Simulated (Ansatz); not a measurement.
This geometry of CH6GeSSi (10 atoms, charge 0, multiplicity 1) is a first-order saddle point.

Method: RKS r2SCAN-D4/def2-SVP (Ansatz 0.2.0).

```xyz
10
Properties=species:S:1:pos:R:3
S -2.100 0.483 -1.638
Si -1.014 0.235 0.206
C 0.247 -1.166 0.353
Ge 1.263 0.569 0.376
H -1.158 1.258 -2.218
H -1.921 0.403 1.374
H 0.259 -1.770 1.271
H 0.425 -1.786 -0.538
H 1.963 0.921 1.689
H 2.117 0.801 -0.872
```

Q: Which two structures does it join? (They come from a converged band through this point; their orientation in space is the band's.)

A: No bond is made or broken. The dihedral H5–S1–Si2–Ge4 goes from -86 to 20°.

Initial state:

```xyz
10
Properties=species:S:1:pos:R:3
S -1.763 0.254 -1.875
Si -0.929 0.246 0.103
C 0.276 -1.178 0.372
Ge 1.344 0.532 0.384
H -1.899 1.598 -1.951
H -1.900 0.527 1.199
H 0.225 -1.718 1.327
H 0.472 -1.855 -0.469
H 1.985 0.859 1.733
H 2.272 0.685 -0.819
```

Final state:

```xyz
10
Properties=species:S:1:pos:R:3
S -2.196 0.747 -1.486
Si -0.995 0.324 0.243
C 0.219 -1.112 0.281
Ge 1.288 0.605 0.427
H -1.155 0.718 -2.349
H -1.875 0.480 1.432
H 0.202 -1.784 1.151
H 0.401 -1.671 -0.648
H 2.022 0.810 1.754
H 2.173 0.833 -0.801
```

Q: How far does it lie above each of them?

A: 3.4 kJ/mol above the first and 1.2 kJ/mol above the second. This is the barrier of this one path; another mechanism may lie lower.

Run time: 2.3 min on 2 threads of AMD EPYC 7R13 Processor (Zen 3), with other jobs on the host, peak memory 0.19 GiB.
